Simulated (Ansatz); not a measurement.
Mulliken charges of `OB(S)[SiH2]Cl` from B3LYP/def2-TZVPP in Ansatz (PBE0-D4/def2-TZVP geometry).

| atom | x (Å) | y (Å) | z (Å) | charge (e) |
| --- | --- | --- | --- | --- |
| O1 | 0.257 | -0.363 | 1.770 | -0.239 |
| B2 | 0.415 | 0.133 | 0.514 | 0.215 |
| S3 | 1.793 | 1.236 | 0.175 | -0.167 |
| Si4 | -0.835 | -0.312 | -1.022 | 0.260 |
| Cl5 | -0.269 | 0.673 | -2.740 | -0.251 |
| H6 | -0.499 | -0.943 | 1.883 | 0.205 |
| H7 | 2.297 | 1.221 | 1.424 | 0.107 |
| H8 | -0.835 | -1.772 | -1.312 | -0.065 |
| H9 | -2.236 | 0.080 | -0.709 | -0.066 |

Problem. By hand: the dipole of these point charges (1 e Å = 4.8032 D).

Solution. Σ q r = (-0.076, -0.294, 0.751) e Å, of length 0.810 e Å = 3.89 D.

Problem. How does the dipole of the full density compare? (Estimate.)

Solution. The calculation gave: (-0.189, -0.278, 0.447) e Å, 2.69 D; the point charges give 1.45 times that, at 18° from its direction.

Point charges leave out the atoms' own dipoles, such as those of lone pairs, and Mulliken's split depends on the basis, so the two needn't agree.

B3LYP here is the variant with VWN-RPA as its local correlation; programs differ in this.
